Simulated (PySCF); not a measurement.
B(Cl)(Br)(vinyl) (C2H3BBrCl), SMILES C=CB(Cl)Br. Geometry: PBE0-D3(BJ)/def2-SVP. The structure was generated by enumeration, and PubChem lists no compound with its InChIKey, so it may never have been made. Other conformers were not sampled.

Computed equilibrium geometry at PBE0-D3(BJ)/def2-SVP (PySCF confirms it by a frequency run) as bond lengths and angles, and its point group (one conformer of several):
point group Cs.
Atoms: B1 Cl2 Br3 C4 C5 H6 H7 H8. Bonded distances (Å): B1–Cl2 1.752, B1–Br3 1.917, B1–C4 1.543, C4–C5 1.342, C4–H6 1.097, C5–H7 1.095, C5–H8 1.095. Angles (°): Cl2–B1–Br3 118.1, Cl2–B1–C4 120.0, Br3–B1–C4 121.9, B1–C4–C5 124.0, B1–C4–H6 117.5, C5–C4–H6 118.5, C4–C5–H7 122.1, C4–C5–H8 121.1, H7–C5–H8 116.8.
Charge 0, spin multiplicity 1.
